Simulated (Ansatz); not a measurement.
Relaxation of GaH3O2 (6 atoms, charge 0, multiplicity 1), to a largest force component of 0.03 eV/Å in at most 50 steps.

Method: RKS BHLYP/def2-SVP (Ansatz).

```xyz
6
Properties=species:S:1:pos:R:3:forces:R:3
Ga 0.144 -0.292 0.142 0.90 0.01 0.60
H 0.653 -0.208 1.596 -1.34 0.11 0.99
O 1.843 -0.372 -0.341 0.46 -0.11 -1.57
H 2.385 -0.320 0.440 -0.04 -0.01 -0.02
O -1.237 -0.327 -0.936 0.02 0.00 0.00
H -2.103 -0.280 -0.539 0.00 0.00 0.00
```

Q: Where does it end, and by what steps?

A: The forces met the threshold. After 4 steps the energy has fallen by 0.712 eV; H2 moved furthest, 0.64 Å.

```
step  energy less start (eV)  largest force component (eV/Å)  accepted
   0                  0.0000                           1.570       yes
   1                 -0.3920                           0.902       yes
   2                 -0.5927                           0.440       yes
   3                 -0.7004                           0.244       yes
   4                 -0.7120                           0.016       yes
```

```xyz
6
Properties=species:S:1:pos:R:3
Ga 0.250 -0.283 0.303
H 0.058 -0.176 1.839
O 1.826 -0.374 -0.489
H 2.592 -0.355 0.078
O -1.079 -0.327 -0.862
H -1.963 -0.282 -0.508
```

Run time: 14 s on 1 thread of Arm Neoverse V1, on a shared host, peak memory 0.14 GiB.
